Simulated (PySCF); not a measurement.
Atomic charges against the basis set

Species: C6H6O2.
SMILES with atom numbers: `[CH3:1][C:2](=[O:3])[c:4]1[cH:5][cH:6][cH:7][o:8]1` (hydrogens: H9, H10, H11 on C1; H12 on C5; H13 on C6; H14 on C7)

PBE0 throughout (PySCF), one geometry, spherical d and f functions. One conformer (not necessarily the lowest) at the PBE0-D3(BJ)/def2-SVP geometry, without solvent, vibrations or thermal averaging. The first 7 of 12 kinds of atom are listed.

Mulliken charges (e):

| basis | functions | C1 | C2 | O3 | C4 | C5 | C6 | C7 |
| --- | --- | --- | --- | --- | --- | --- | --- | --- |
| STO-3G | 46 | -0.259 | +0.156 | -0.190 | +0.058 | -0.110 | -0.121 | +0.008 |
| pcSseg-0 | 84 | -0.622 | +0.318 | -0.481 | +0.171 | -0.156 | -0.315 | +0.135 |
| 6-31G | 84 | -0.558 | +0.330 | -0.408 | +0.179 | -0.134 | -0.247 | +0.104 |
| 6-31G* | 124 | -0.626 | +0.386 | -0.429 | +0.240 | -0.198 | -0.239 | +0.073 |
| cc-pVDZ | 142 | -0.060 | +0.026 | -0.219 | +0.112 | -0.014 | -0.046 | +0.109 |
| def2-SVP | 142 | -0.041 | +0.038 | -0.223 | +0.089 | -0.046 | -0.064 | +0.138 |
| pcSseg-1 | 166 | -0.262 | +0.228 | -0.363 | +0.107 | -0.083 | -0.161 | +0.169 |
| aug-cc-pVDZ | 238 | +0.355 | +0.119 | -0.646 | +0.745 | +0.635 | +0.729 | +0.178 |
| 6-311+G(2d,p) | 252 | -0.648 | +0.363 | -0.472 | +0.552 | -0.315 | -0.116 | +0.030 |
| def2-TZVP | 284 | -0.346 | +0.147 | -0.306 | +0.198 | -0.212 | -0.119 | -0.033 |
| cc-pVTZ | 324 | -0.285 | +0.192 | -0.277 | +0.102 | -0.172 | -0.165 | -0.029 |

IAO charges (e):

```
        basis  functions      C1      C2      O3      C4      C5      C6      C7
       STO-3G         46  -0.436  +0.171  -0.182  +0.033  -0.171  -0.196  -0.033
     pcSseg-0         84  -0.480  +0.323  -0.380  +0.078  -0.173  -0.217  +0.018
        6-31G         84  -0.486  +0.335  -0.398  +0.081  -0.173  -0.214  +0.005
       6-31G*        124  -0.473  +0.365  -0.418  +0.094  -0.168  -0.212  +0.031
      cc-pVDZ        142  -0.473  +0.364  -0.412  +0.095  -0.173  -0.216  +0.027
     def2-SVP        142  -0.463  +0.360  -0.411  +0.094  -0.168  -0.212  +0.031
     pcSseg-1        166  -0.470  +0.368  -0.425  +0.091  -0.171  -0.216  +0.028
  aug-cc-pVDZ        238  -0.482  +0.374  -0.435  +0.097  -0.174  -0.220  +0.026
6-311+G(2d,p)        252  -0.484  +0.374  -0.436  +0.097  -0.173  -0.219  +0.027
    def2-TZVP        284  -0.484  +0.376  -0.435  +0.098  -0.173  -0.220  +0.029
      cc-pVTZ        324  -0.486  +0.375  -0.432  +0.098  -0.174  -0.220  +0.029
```

Hirshfeld charges (e):

| basis | functions | C1 | C2 | O3 | C4 | C5 | C6 | C7 |
| --- | --- | --- | --- | --- | --- | --- | --- | --- |
| STO-3G | 46 | -0.050 | +0.115 | -0.153 | +0.010 | -0.057 | -0.068 | +0.015 |
| pcSseg-0 | 84 | -0.115 | +0.150 | -0.235 | +0.025 | -0.061 | -0.080 | +0.021 |
| 6-31G | 84 | -0.107 | +0.151 | -0.252 | +0.028 | -0.058 | -0.079 | +0.020 |
| 6-31G* | 124 | -0.106 | +0.148 | -0.255 | +0.033 | -0.056 | -0.079 | +0.022 |
| cc-pVDZ | 142 | -0.122 | +0.141 | -0.233 | +0.029 | -0.061 | -0.081 | +0.019 |
| def2-SVP | 142 | -0.125 | +0.148 | -0.241 | +0.032 | -0.061 | -0.081 | +0.021 |
| pcSseg-1 | 166 | -0.126 | +0.147 | -0.245 | +0.035 | -0.060 | -0.081 | +0.024 |
| aug-cc-pVDZ | 238 | -0.132 | +0.141 | -0.247 | +0.034 | -0.060 | -0.082 | +0.023 |
| 6-311+G(2d,p) | 252 | -0.123 | +0.138 | -0.250 | +0.031 | -0.059 | -0.081 | +0.024 |
| def2-TZVP | 284 | -0.127 | +0.141 | -0.248 | +0.034 | -0.060 | -0.082 | +0.023 |
| cc-pVTZ | 324 | -0.129 | +0.143 | -0.245 | +0.034 | -0.060 | -0.082 | +0.022 |

Which scheme is steadiest as the basis changes?

Largest range over the bases for any column: Hirshfeld 0.10 e, IAO 0.25 e, Mulliken 1.04 e. Hirshfeld charges move least and Mulliken charges most, counted in e. Without the minimal STO-3G basis the ranges are Hirshfeld 0.03, IAO 0.06, Mulliken 1.04 e.

How much do the charges still move between the two largest bases, def2-TZVP and cc-pVTZ?

At most, over all atoms: Mulliken 0.096 e, IAO 0.004 e, Hirshfeld 0.005 e.

What do the same runs give for the total energy, the frontier levels and the dipole moment?

```tsv
basis	energy (Eh)	HOMO (eV)	LUMO (eV)	μ (D)
STO-3G	-377.3751	-4.29	1.57	1.91
pcSseg-0	-381.3488	-7.39	-1.58	3.34
6-31G	-382.1184	-7.06	-1.33	3.35
6-31G*	-382.2362	-6.81	-1.17	3.19
cc-pVDZ	-382.2705	-6.91	-1.29	3.08
def2-SVP	-381.9645	-7.05	-1.39	3.15
pcSseg-1	-382.2007	-7.14	-1.53	3.30
aug-cc-pVDZ	-382.2918	-7.07	-1.58	3.31
6-311+G(2d,p)	-382.3520	-7.08	-1.59	3.34
def2-TZVP	-382.3857	-7.05	-1.53	3.29
cc-pVTZ	-382.3734	-7.02	-1.47	3.24
```

The dipole is fixed by the density alone, so its range of 1.44 D shows that the density itself changes with the basis, not only its division among atoms.
